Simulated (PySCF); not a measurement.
Ionisation energy of Sm⁴²⁺ by level of theory

Sm⁴²⁺ [Ar] 3d2 (3F) → Sm⁴³⁺ [Ar] 3d1 (2D), as a difference of total energies. Computed with PySCF 2.14 in an even-tempered Gaussian basis (18 s from 8.4 bohr⁻², ratio 2.5; 12 p from 11 bohr⁻², ratio 2.5; 7 d from 11 bohr⁻², ratio 2.5; 4 f from 38 bohr⁻², ratio 2.7; 3 g from 57 bohr⁻², ratio 2.7), with scalar relativity by spin-free X2C-1e. Correlated levels: outer shells: [Ne] frozen; virtual orbitals above 40 to 60 times the deepest correlated orbital energy dropped. The calculations carry no spin-orbit coupling.

```tsv
method	ionisation energy (eV)
UHF	3238.6
LDA	3237.3
PBE	3238.2
PBE0	3238.7
r2SCAN	3240.3
PW91	3238.9
BP86	3238.6
MP2 (outer shells)	3238.2
SCS-MP2 (outer shells)	3238.2
```

Spin-orbit coupling is strong in these open shells (close to jj coupling). The scalar numbers leave it out and a first-order estimate fails, so it can dominate the gap to the real levels.

Breit and QED terms and the two-electron picture change are absent.

For comparison: 3253 ± 4 eV (theoretical estimate listed by NIST; NIST Atomic Spectra Database, ionization energies).
